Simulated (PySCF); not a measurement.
Tc⁺: ionisation energy

Tc⁺ [Kr] 4d5 5s1 (7S) → Tc²⁺ [Kr] 4d5 (6S), as a difference of total energies. Calculation: PySCF 2.14, in aug-cc-pVTZ-DK; the spin-free X2C one-electron Hamiltonian (Gaussian nucleus). Correlated levels: valence: [Kr] frozen. The calculations carry no spin-orbit coupling.

Problem. Order these methods by the ionisation energy they give, lowest first.
A. UHF
B. SCS-MP2 (valence)
C. CCSD (valence)
D. MP2 (valence)

Solution. A (14.249 eV), B (14.445 eV), D (14.835 eV), C (14.861 eV).

Errors of the correlated levels include the incompleteness of this basis and the frozen core.

For comparison: 15.26 eV (semi-empirical (NIST evaluation); NIST Atomic Spectra Database, ionization energies).
